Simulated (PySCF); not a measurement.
# Electron correlation in S⁺ (sulfur, charge +1)

[Ne] 3s2 3p3, high-spin 4S determinant. Computed with PySCF 2.14 in x2c-QZVPPall with one added diffuse shell each of s, p, d, f type (10s7p5d3f1g, 86 functions), with the spin-free X2C one-electron Hamiltonian (Gaussian nucleus). Frozen: [Ne]; 5 electrons correlated.

| level | correlation energy (mhartree) |
| --- | --- |
| CCSD | -114.44 |
| (T) | -4.24 |
| CCSD(T) | -118.68 |

Diagnostics: T1 = 0.0042, D1 = 0.0101, largest double amplitude 0.043.

Cost of the coupled-cluster step: roughly 13 core-seconds, for 5 correlated electrons.
